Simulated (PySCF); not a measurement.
**Solvent effects on NMR parameters**

Mapped SMILES: `[CH3:1][S:2][CH2:3]/[P:4]=[C:5](\[CH3:6])[F:7]`. Hydrogens are named by the atom that carries them.

GIAO PBE0/pcSseg-1 in PySCF 2.14 on one PBE0-D3(BJ)/def2-SVP conformer, non-relativistic, equivalent nuclei averaged. Solvents enter as an IEF-PCM continuum (tetrahydrofuran with ε = 7.4, acetonitrile with ε = 35.7) around the gas-phase geometry. Shifts are referred to TMS, CS2, CFCl3 computed in the same medium.

Gas phase, δ in ppm: C5 240.8, C3 30.2, C6 25.2, C1 18.3, S2 -34.6, F7 -9.6, H(C3) 2.73, H(C6) 2.60, H(C1) 2.07. Dipole moment 1.24 D.

**Question.** How does each δ change in the continuum?

**Answer.** 
```
atoms                                        environment  Δδ, tetrahydrofuran  Δδ, acetonitrile
   C5  carbon double-bonded to a heavier main-group atom                 +3.6              +4.3
   C3                          sp3 CH2 bonded to P and S                 +0.3              +0.4
   C6                                      methyl carbon                 +1.5              +1.8
   C1                          methyl carbon bonded to S                 +0.4              +0.5
   S2                                     sulfide sulfur                -10.8             -13.0
   F7                               fluorine bonded to C                 -2.4              -2.6
H(C3)           hydrogen on an sp3 CH2 bonded to P and S                +0.23             +0.28
H(C6)                        hydrogen on a methyl carbon                +0.11             +0.14
H(C1)            hydrogen on a methyl carbon bonded to S                +0.08             +0.10
```

Changes are relative to the gas phase. The dipole moment becomes 1.54 D in tetrahydrofuran, 1.61 D in acetonitrile.

**Question.** Which nuclei move most (in ppm), and what does the model miss?

**Answer.** S2 (sulfide sulfur, -13.0 ppm) in acetonitrile. A continuum only polarises the solute; specific hydrogen bonds, the anisotropy of aromatic solvents and changes of geometry or conformer are outside it.
